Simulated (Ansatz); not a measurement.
The same path of CH5B2O (9 atoms, charge 1, multiplicity 1) was run 3 times with different band settings. The coordinate that changes most is the dihedral H5–B1–B2–O4.

These are results of RKS B3LYP/STO-3G (Ansatz), not measurements.

Relaxed end points:

```xyz
9
Properties=species:S:1:pos:R:3
B -0.814 1.199 -1.130
B 0.014 0.163 -0.159
C 0.774 -1.115 0.289
O 0.417 0.036 1.267
H -0.244 2.095 -1.644
H -1.965 1.042 -1.331
H 0.234 -2.065 0.487
H 1.880 -1.204 0.235
H -0.295 -0.151 1.985
```

```xyz
9
Properties=species:S:1:pos:R:3
B -0.814 1.199 -1.129
B 0.013 0.162 -0.159
C 0.773 -1.116 0.290
O 0.419 0.037 1.267
H -1.967 1.044 -1.328
H -0.244 2.093 -1.647
H 0.232 -2.065 0.488
H 1.879 -1.206 0.234
H -0.292 -0.149 1.985
```

Common settings: optimiser quadratic models (default); start path IDPP; force threshold 0.05 eV/Å; iteration limit 60; end points relaxed.

| run | movable images | climbing image | spring |
| --- | --- | --- | --- |
| 1 | 5 | yes | 5.0 eV/Å² |
| 2 | 5 | yes | 0.5 eV/Å² |
| 3 | 4 | no | 5.0 eV/Å² |

Task: What does each run give, and how far can it be trusted?

Result: Run 1: converged after 9 iterations, highest image 0.375 eV above the first end. A vibrational analysis at the climbing image gives one clearly imaginary mode, 326i cm⁻¹: a first-order saddle point.
Run 2: converged after 9 iterations, highest image 0.375 eV above the first end. Another band between the same ends (5 images) ends at a top of the same energy, where a vibrational analysis finds 1 clearly imaginary mode.
Run 3: converged after 9 iterations, highest image 0.346 eV above the first end. No image climbed, so the highest image needn't sit at the top of the path.
Limits of this set-up: minimal basis.
